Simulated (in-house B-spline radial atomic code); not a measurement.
**RPA and G0W0 on SCAN: Ce⁴⁺**

Configuration [Kr] 4d10 5s2 5p6, mean-field start SCAN. Computed with a B-spline radial code for spherical atoms: all electrons, scalar-relativistic (spin-free one-electron X2C), finite nucleus, each spin shell either full or empty, empty states to l = 9 with an (l + 1/2)⁻⁴ tail; G0W0 by contour deformation at full frequency.

Spin-orbit coupling, left out, splits p levels strongly here.

Command:
```bash
python run_gw.py task.json out
```
Settings (radii: box in bohr, nucleus in fm):
```
Z                        58
electrons                54
configuration            [Kr] 4d10 5s2 5p6
hamiltonian              x2c
method                   scan,scan
lmax                     9
rms_radius               4.8771
spin_polarised           False
box_radius               11.96
intervals                67
```

Run time, properties included: 4.7 s on 1 thread of Arm Neoverse N1, with other jobs on the host.

Energies (hartree):

```json
{"term": "mean-field total", "value": "-8857.52323"}
{"term": "Hartree-Fock functional on these orbitals", "value": "-8853.81786"}
{"term": "direct second order", "value": "-4.9794"}
{"term": "second-order exchange", "value": "1.3419"}
{"term": "SOSEX correction", "value": "1.2531"}
```

(1) What is the RPA correlation energy, and what remains with SOSEX?

Quasi-particle levels (eV):

```json
{"level": "5p", "occupied": "yes", "mean field": "-60.63", "Σx - vxc": "-5.40", "Σc": "?", "QP weight": "?", "G0W0": "?"}
{"level": "4f", "occupied": "no", "mean field": "-46.44", "Σx - vxc": "15.05", "Σc": "-6.21", "QP weight": "0.923", "G0W0": "-37.60"}
```

G0W0 = mean field + (Σx - vxc) + Σc, with Σc (partial-wave tail included) taken at the quasi-particle energy. Only the outer levels were computed. Levels of low weight are left out.

(2) Where does G0W0 put 5p?

Results:

(1) RPA gives -4.3698 hartree (-2.2 eV per electron); RPA + SOSEX gives -3.1168, and the second-order doubles -3.6375 hartree (no singles). RPA lacks exchange-type terms and so overcorrelates at short range.

(2) At -66.78 eV, with Σc = -0.75 eV and a quasi-particle weight of 0.921. The tabulated removal energy is 65.55 ± 0.25 eV (NIST, semi-empirical); the calculation leaves out spin-orbit coupling, Breit and QED terms, and what these don't explain is the method's own error.
